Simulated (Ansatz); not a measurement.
The first iterations of a band of ClH + F4Ge (7 atoms, charge 0, multiplicity 1).

Computed with Ansatz 0.2.0, RKS B3LYP-D4/def2-SVP.

```yaml
movable_images: 1
climbing_image: yes
spring: 5.0 eV/Å²
optimiser: quadratic models (default)
start_path: through a guess of the saddle point
force_threshold: 0.05 eV/Å
iteration_limit: 60
end_points: relaxed
```

Initial state:

```xyz
7
Properties=species:S:1:pos:R:3
Ge -0.686 0.423 -0.432
F -0.004 -1.097 -0.838
F -1.928 0.727 -1.564
F -1.384 0.375 1.121
F 0.474 1.662 -0.573
H 1.667 -1.497 0.692
Cl 1.862 -0.592 1.594
```

Final state:

```xyz
7
Properties=species:S:1:pos:R:3
Ge -0.179 0.758 -0.043
F -0.162 -1.942 -0.079
F -0.552 0.308 -1.649
F -1.378 0.266 1.071
F -0.246 2.474 -0.036
H 0.717 -2.089 0.185
Cl 1.802 0.224 0.551
```

| iteration | highest image above the first end (eV) | largest band force component (eV/Å) |
| --- | --- | --- |
| 1 | 1.227 | 2.867 |
| 2 | 0.986 | 1.406 |

Question: Does the band converge within its limit, and where does its top end?

Answer: It converged. It ended after 7 iterations with the highest image 0.883 eV above the first end. The order of the stationary point at the top wasn't checked. So few images can step over the top or miss a turn of the path. The orbitals stay closed-shell, which can raise the energy where a bond breaks towards radicals; this wasn't checked here.

Run time: 31 s on 2 threads of Arm Neoverse V1, with other jobs on the host, peak memory 0.28 GiB.
